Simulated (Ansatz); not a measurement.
`OC[SiH2]Br`. Charge 0, multiplicity 1.

```xyz
9

O    -0.633    1.630    0.059
C     0.487    0.784   -0.115
Si    0.101   -1.010    0.311
Br   -1.687   -1.559   -0.910
H    -1.365    1.270   -0.454
H     1.267    1.146    0.563
H     0.899    0.848   -1.132
H     1.208   -1.927   -0.055
H    -0.278   -1.181    1.733
```

Q: List the harmonic frequencies (cm⁻¹, unscaled) at PBE0-D4/def2-TZVP in Ansatz. (Estimate.)

A: Ansatz gave: 86, 152, 276, 365, 415, 539, 633, 669, 794, 867, 939, 1081, 1165, 1290, 1389, 1457, 2237, 2256, 3005, 3082, 3818.

Q: Is this a minimum?

A: Yes, all 21 modes are real.

Q: Give the ideal-gas thermochemistry at 298.15 K and 1 bar (rigid rotor, harmonic oscillator; point group C1, symmetry number 1).

A: Zero-point energy 158.6 kJ/mol; H(298) − E = 177.0 kJ/mol; entropy 334.7 J/(mol·K), of which translation 170.6, rotation 114.2, vibration 49.9; G(298) − E = 77.2 kJ/mol. Modes under 100 cm⁻¹ are hindered rotations or soft bends, so the harmonic entropy is rough.
